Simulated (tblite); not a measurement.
Parent: `[CH:1]#[C:2][CH2:3][C:4]([CH3:5])([CH3:6])[SiH3:7]` with C2–C3–C4–C5 62°, C6H12Si.

The geometries are computed with GFN2-xTB (gas phase). One conformer each, not checked by frequencies here.

| coordinate of the parent | value |
| --- | --- |
| C1≡C2 | 1.197 Å |
| C2–C3 | 1.447 Å |
| C3–C4 | 1.540 Å |
| C4–C5 | 1.528 Å |
| C4–C6 | 1.530 Å |
| C4–Si7 | 1.918 Å |
| C1–C2–C3 | 179.1° |
| C2–C3–C4 | 112.9° |
| C3–C4–C5 | 109.0° |
| C3–C4–C6 | 107.9° |
| C3–C4–Si7 | 110.5° |
| C5–C4–C6 | 108.9° |
| C5–C4–Si7 | 110.4° |
| C6–C4–Si7 | 110.0° |

How does the shared frame change in `[CH:1]#[C:2][CH2:3][CH2:4][C:5]([CH3:6])([CH3:7])[SiH3:8]` with C2–C3–C4–C5 -177°, C3–C4–C5–C6 177°, C7H14Si? Atoms pair as C1 = C2, C2 = C3, C3 = C4, C4 = C5, C5 = C7, C6 = C6, Si7 = Si8 (parent first).

```json
{"parent": "C1≡C2", "relative": "C2–C3", "value in the relative": "1.448 Å", "change": "+0.251"}
{"parent": "C2–C3", "relative": "C3–C4", "value in the relative": "1.531 Å", "change": "+0.084"}
{"parent": "C3–C4", "relative": "C4–C5", "value in the relative": "1.535 Å", "change": "-0.005"}
{"parent": "C4–C5", "relative": "C5–C7", "value in the relative": "1.530 Å", "change": "+0.002"}
{"parent": "C4–C6", "relative": "C5–C6", "value in the relative": "1.533 Å", "change": "+0.003"}
{"parent": "C4–Si7", "relative": "C5–Si8", "value in the relative": "1.920 Å", "change": "+0.002"}
{"parent": "C1–C2–C3", "relative": "C2–C3–C4", "value in the relative": "110.6°", "change": "-68.5"}
{"parent": "C2–C3–C4", "relative": "C3–C4–C5", "value in the relative": "114.9°", "change": "+2.0"}
{"parent": "C3–C4–C5", "relative": "C4–C5–C7", "value in the relative": "110.3°", "change": "+1.3"}
{"parent": "C3–C4–C6", "relative": "C4–C5–C6", "value in the relative": "107.1°", "change": "-0.8"}
{"parent": "C3–C4–Si7", "relative": "C4–C5–Si8", "value in the relative": "112.1°", "change": "+1.6"}
{"parent": "C5–C4–C6", "relative": "C7–C5–C6", "value in the relative": "108.1°", "change": "-0.8"}
{"parent": "C5–C4–Si7", "relative": "C7–C5–Si8", "value in the relative": "110.2°", "change": "-0.2"}
{"parent": "C6–C4–Si7", "relative": "C6–C5–Si8", "value in the relative": "108.8°", "change": "-1.2"}
```

Of the parent's bonds, C1–C2 changes most (+0.251 Å). Bonds of the relative outside the shared frame: C1≡C2 1.197 Å. Point group C1 → C1.
